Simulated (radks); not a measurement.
Values are calculated unless marked as measured or tabulated.
Ionisation of Xe+, [Kr] 4d10 5s2 5p5, to Xe2+, [Kr] 4d10 5s2 5p4, under several functionals. Scalar-relativistic Kohn-Sham, spin-unpolarised, spherical densities, finite nucleus; a radial shooting solver on a logarithmic mesh with Libxc functionals.

functional	E(Xe+) (hartree)	Exc (hartree)	IE (eV)	-e(HOMO) (eV)	<r> HOMO (bohr)	IE error (eV)
SOGGA	-7443.12980	-182.78505	21.694	16.947	2.185	+0.719
r2SCAN	-7447.55512	-186.85588	22.084	17.359	2.183	+1.109
exchange-only B88	-7444.54252	-184.19126	20.702	15.978	2.204	-0.273
exchange-only PBE	-7443.70683	-183.34433	20.682	15.968	2.211	-0.293
BP86	-7447.82858	-187.51753	21.870	17.119	2.185	+0.895
exchange-only LDA	-7435.47888	-175.05632	20.602	15.876	2.203	-0.373
SCAN	-7448.02201	-187.35871	22.093	17.351	2.180	+1.118
BLYP	-7447.26289	-186.93781	21.570	16.821	2.194	+0.595
Wu-Cohen GGA	-7445.77345	-185.44970	21.793	17.037	2.183	+0.818
revPBE	-7446.83085	-186.51699	21.712	16.970	2.187	+0.737
OLYP	-7449.41771	-189.22816	21.685	16.933	2.182	+0.710
PBEsol	-7443.53050	-183.18768	21.781	17.030	2.184	+0.806

NIST Atomic Spectra Database: 20.975 eV (semi-empirical). Closest: exchange-only B88. The Delta-SCF values span 1.49 eV, the total energies 13.94 hartree. The highest occupied level is 5p. Spin polarisation and multiplet splitting are left out, so open shells lie too high by an amount that depends on their filling. Spin-orbit splitting is averaged out at the scalar-relativistic level.

Beside tabulated values, note that spin-unpolarised runs miss the spin-polarisation part of the exchange energy of open shells.
